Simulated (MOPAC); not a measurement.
A run for MOPAC: PM6 on CH2IN (a complex), monomers drawn apart or pushed together.

```
PM6 1SCF PRECISE CHARGE=0 THREADS=1
CH2IN

C      1.10801620 1    -0.16739859 1     1.03910764 1
N      0.22939679 1     0.01627081 1     1.74955533 1
H      1.92702125 1    -0.33863846 1     0.37684495 1
I     -3.42034450 1     0.80212192 1     4.71472434 1
H     -2.18068151 1     0.53230389 1     3.70524134 1
```

Program output:

```
*******************************************************************************
 **                                                                           **
 **                              MOPAC v23.2.5                                **
 **                                                                           **
 *******************************************************************************
 ** MOPAC's Digital Object Identifier: https://doi.org/10.5281/zenodo.6511958 **
 **                                                                           **
 ** Please cite the open-source release paper for use of this MOPAC version:  **
 ** J. E. Moussa and J. J. P. Stewart (2026)                                  **
 ** MOPAC: An open-source semiempirical molecular orbital program             **
 ** J. Open Source Softw., 11(119), 8025, https://doi.org/10.21105/joss.08025 **
 *******************************************************************************

                              PM6 CALCULATION RESULTS

 *******************************************************************************
 *  PM6        - The PM6 Hamiltonian to be used
 *
 *
 *
 *                 CHARGE ON SYSTEM = 0
 *
 *
 *
 *  PRECISE    - TIGHTER CRITERIA TO BE USED
 *  1SCF       - DO 1 SCF AND THEN STOP
 *  THREADS=1  - MULTI-THREADING NOT USED
 *  T=         - A TIME OF 172800.0 SECONDS REQUESTED
 *  DUMP=N     - RESTART FILE WRITTEN EVERY 7200.0 SECONDS REQUESTED
 *******************************************************************************
PM6 1SCF PRECISE CHARGE=0 THREADS=1
 CH2IN

   ATOM   CHEMICAL          X               Y               Z
  NUMBER   SYMBOL      (ANGSTROMS)     (ANGSTROMS)     (ANGSTROMS)

     1       C          1.10801620  *  -0.16739859  *   1.03910764  *
     2       N          0.22939679  *   0.01627081  *   1.74955533  *
     3       H          1.92702125  *  -0.33863846  *   0.37684495  *
     4       I         -3.42034450  *   0.80212192  *   4.71472434  *
     5       H         -2.18068151  *   0.53230389  *   3.70524134  *



          CARTESIAN COORDINATES

    NO.       ATOM           X           Y           Z

     1         C          1.1080     -0.1674      1.0391
     2         N          0.2294      0.0163      1.7496
     3         H          1.9270     -0.3386      0.3768
     4         I         -3.4203      0.8021      4.7147
     5         H         -2.1807      0.5323      3.7052

 General Reference for PM6:
 "Optimization of Parameters for Semiempirical Methods V: Modification of NDDO Approximations
 and Application to 70 Elements", J. J. P. Stewart, J. Mol. Mod., 13, 1173-1213 (2007)
 URL: https://link.springer.com/article/10.1007/s00894-007-0233-4

           Empirical Formula: C H2 N I  =     5 atoms



      MOLECULAR POINT GROUP   :   C*v


      RHF CALCULATION, NO. OF DOUBLY OCCUPIED LEVELS = 9


 -------------------------------------------------------------------------------
 PM6 1SCF PRECISE CHARGE=0 THREADS=1
 CH2IN



     1SCF WAS SPECIFIED, SO BFGS WAS NOT USED
     SCF FIELD WAS ACHIEVED


                              PM6 CALCULATION
                                                       MOPAC v23.2.5 Linux




          FINAL HEAT OF FORMATION =         33.81595 KCAL/MOL =     141.48592 KJ/MOL


          COSMO AREA              =        126.63 SQUARE ANGSTROMS
          COSMO VOLUME            =        101.98 CUBIC ANGSTROMS

          IONIZATION POTENTIAL    =          9.901802 EV
          HOMO LUMO ENERGIES (EV) =         -9.902  0.808
          NO. OF FILLED LEVELS    =          9
          MOLECULAR WEIGHT        =        154.9380         POINT GROUP:  C*v

          MOLECULAR DIMENSIONS (Angstroms)

            Atom       Atom       Distance
            I     4    H     3     6.97946
            H     3    N     2     0.00753
            N     2    H     5     0.00042


          SCF CALCULATIONS        =          1





   ATOM   CHEMICAL          X               Y               Z
  NUMBER   SYMBOL      (ANGSTROMS)     (ANGSTROMS)     (ANGSTROMS)

     1       C          1.10801620  *  -0.16739859  *   1.03910764  *
     2       N          0.22939679  *   0.01627081  *   1.74955533  *
     3       H          1.92702125  *  -0.33863846  *   0.37684495  *
     4       I         -3.42034450  *   0.80212192  *   4.71472434  *
     5       H         -2.18068151  *   0.53230389  *   3.70524134  *

                             CARTESIAN COORDINATES

   1    C        1.108016200    -0.167398590     1.039107640
   2    N        0.229396790     0.016270810     1.749555330
   3    H        1.927021250    -0.338638460     0.376844950
   4    I       -3.420344500     0.802121920     4.714724340
   5    H       -2.180681510     0.532303890     3.705241340


           Empirical Formula: C H2 N I  =     5 atoms



      MOLECULAR POINT GROUP   :   C*v


                  EIGENVALUES
 -32.30340 -20.76587 -20.52318 -14.42896 -14.42896 -13.46016 -13.22179  -9.90180
  -9.90180   0.80838   0.80838   1.03141   3.86757   5.25586 111.31286 111.35088
 111.35088 112.08109 112.08109


              NET ATOMIC CHARGES AND DIPOLE CONTRIBUTIONS

  ATOM NO.   TYPE          CHARGE      No. of ELECS.   s-Pop       p-Pop       d-Pop
    1          C          -0.049480        4.0495     1.16455     2.88493
    2          N          -0.173084        5.1731     1.80103     3.37205
    3          H           0.222651        0.7773     0.77735
    4          I          -0.190111        7.1901     1.96420     5.22345     0.00247
    5          H           0.190024        0.8100     0.80998
 DIPOLE           X         Y         Z       TOTAL
 POINT-CHG.     2.740    -0.582    -2.222     3.575
 HYBRID         0.323    -0.066    -0.260     0.420
 SUM            3.063    -0.648    -2.482     3.996


          ATOMIC ORBITAL ELECTRON POPULATIONS

     Atom    s        px        py        pz      x^2-y^2     xz        z^2       yz        xy
    1  C   1.16455   0.98342   0.93546   0.96606
    2  N   1.80103   1.16796   1.07116   1.13293
    3  H   0.77735
    4  I   1.96420   1.54608   1.97840   1.69897   0.00056   0.00155   0.00009   0.00011   0.00016
    5  H   0.80998

 **********************
 *                    *
 * JOB ENDED NORMALLY *
 *                    *
 **********************




 == MOPAC DONE ==
```

The run finished.

Cost: roughly 0.03 core-seconds.
